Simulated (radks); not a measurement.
Problem. These are the eigenvalues of the occupied orbitals of an atom or ion with whole-number occupations (eV). Calculated with a radial shooting solver on a logarithmic mesh with Libxc functionals: non-relativistic Kohn-Sham, PBE, spin-polarised, spherical densities, point nucleus.

1s: -13102.07
2s: -1695.697
2p: -1529.877
3s: -243.7461
3p: -185.7357
3d: -82.3522
4p: -18.6779

Which element is it, and in what charge state? The configuration may be excited. Open shells, if any, are filled with parallel spins first.

Solution. Z = 35, bromine, charge +1: Br+ in [Ar] 3d10 4p6. The list shows which subshells hold electrons but not how many an open one holds; the 1s level, -481.49 hartree, gives Z - s = 31.0 by -(Z - s)^2/2, which with screening narrows Z to a few neighbours, and the depths of the outer levels then fix element, charge and occupations together.
